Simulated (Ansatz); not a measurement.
Consider the homolysis of the C–F bond: `O[SiH](Cl)CF` → `[CH2][SiH](O)Cl`• + F•.

Gas-phase electronic energies from Ansatz, PBE0-D4/def2-TZVP geometries. CCSD(T)/CBS adds triple-zeta CCSD(T) − MP2 to the extrapolated MP2 energy (def2 sets, frozen cores). This one scheme is used for every species, atoms too. Functionals use def2-TZVPP. No spin–orbit coupling; open shells (•) take unrestricted orbitals. Spin–orbit coupling would lower the free atoms: a little for F. Each species was taken in one conformer, which may not be the lowest.

```tsv
level	ΔE (kJ/mol)	difference from CCSD(T)/CBS
PBE-D4	465.8	18.3
r2SCAN-D4	429.3	-18.2
ωB97X-V	448.8	1.3
B2PLYP	435.5	-12.0
PBE	463.1	15.6
r2SCAN	428.5	-19.0
PBE0	433.3	-14.2
HF/def2-TZVPP	254.1	-193.4
MP2/def2-TZVPP	461.2	13.7
CCSD(T)/def2-TZVPP	431.1	-16.4
HF/def2-QZVPP	254.7	-192.8
MP2/def2-QZVPP	470.8	23.3
SCS-MP2/def2-QZVPP	456.3	8.8
HF/CBS(def2)	254.8	-192.7
MP2/CBS(def2)	477.6	30.1
CCSD/CBS(def2)	433.5	-14.0
CCSD(T)/CBS	447.5	0
```

Largest T1 diagnostic among the species: 0.011.

The D4 term adds +4.2 kJ/mol with B3LYP and +2.3 kJ/mol with PBE0; it sums over pairs of atoms, weighted by their polarisabilities, and B3LYP, whose exchange is more repulsive, gets the larger term. From PBE to PBE0 (25 % exact exchange), in def2-TZVPP and without D4, ΔE moves by −29.8 kJ/mol: exact exchange takes away binding that semilocal exchange gives to molecules. In def2-TZVPP, CCSD(T) changes the Hartree–Fock value by +177.0 kJ/mol (the triples alone add +14.0 kJ/mol) and MP2 by +207.1 kJ/mol; breaking electron pairs costs correlation energy, which Hartree–Fock lacks.

B3LYP here is the variant with VWN-RPA as its local correlation; programs differ in this.

CCSD(T)/CBS has its own doubt, a few kJ/mol and more with outer-core shells, so smaller differences from it don't rank the levels.
